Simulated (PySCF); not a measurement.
Here is a computed PBE0-D3(BJ)/def2-SVP geometry (Å):
```
N 
Si  1  1.7162
N   2  1.7111  1  106.46
O   2  1.6713  1  119.17  3   114.78
H   1  1.0123  2  121.21  3   155.67
H   1  1.0134  2  121.34  3   -52.04
H   2  1.5001  1  103.62  3  -127.11
H   3  1.0120  2  120.74  1   160.94
H   3  1.0114  2  121.25  1   -46.40
H   4  0.9609  2  114.84  1    86.57
```
Z-matrix in Å and degrees, rows numbered from 1.

Neutral, closed shell.

Q: Read off the bonds between heavy atoms and their formal orders.

A: N1–Si2 (single); Si2–N3 (single); Si2–O4 (single). Hydrogens: H5, H6 on N1; H7 on Si2; H8, H9 on N3; H10 on O4.

Q: Which species is it?

A: `N[SiH](N)O`, H6N2OSi.

Q: What is the point group of this geometry?

A: C1 (no symmetry element, even within 0.4 Å).

Q: Classify the heavy atoms.

A: N1/N3: silicon-bound nitrogen; Si2: oxygen-bound silicon; O4: silanol oxygen.

Q: What is the arrangement about Si2?

A: It has 4 neighbours (N1, N3, O4, H7) and is distorted tetrahedral (angles from 102.3° to 119.7°).

Q: What is the arrangement about O4?

A: It has 2 neighbours (Si2, H10) and is bent (angle 114.8°).
